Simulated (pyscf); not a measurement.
## O=B–OH, singlet

Gas-phase minimum from PySCF at ωB97X-D3(BJ)/def2-SVP, one conformer. 

```xyz
4

O      1.1946    -1.3663    -0.8071
B      0.5604    -0.3361    -0.8719
O     -0.1085     0.8069    -0.9523
H     -1.0429     0.7627    -0.7197
```
Charge 0, spin multiplicity 1.

Bonds (Å): O1–B2 1.212, B2–O3 1.327, O3–H4 0.964. Angles (°): O1–B2–O3 178.7, B2–O3–H4 115.8.

Properties at ωB97X-D3(BJ)/def2-SVP:

| Quantity | Value |
|---|---|
| Harmonic wavenumbers, unscaled | 454, 513, 934, 1046, 2160, 3926 cm⁻¹ |
| Zero-point energy | 12.9 kcal/mol |
| Rotational symmetry number | 1 |
| Entropy of this conformer at 298 K and 1 atm, rigid rotor and harmonic oscillator, modes under 100 cm⁻¹ raised to 100 | 242.9 J/(mol K) |
| Dipole moment | 3.72 D |

Single-point totals, which compare only within one level (frozen core for MP2 and CC):

| level | total energy (hartree) |
|---|---|
| ωB97X-D3(BJ)/def2-TZVP | -176.09406 |
| PBE/def2-TZVP | -175.86591 |
| r²SCAN/def2-TZVP | -175.97056 |
| B3LYP-D3(BJ)/def2-TZVP | -176.07005 |
| PBE0-D3(BJ)/def2-TZVP | -175.86479 |
| M06-2X/def2-TZVP | -175.99873 |
| ωB97M-D3(BJ)/def2-TZVP | -176.10708 |
| HF/def2-TZVPP | -175.16051 |
| MP2/def2-TZVPP | -175.71866 |
| CCSD/def2-TZVPP | -175.71902 |
| CCSD(T)/def2-TZVPP | -175.74136 |

The CCSD(T) − MP2 part came from Ansatz, without density fitting, on the same reference.
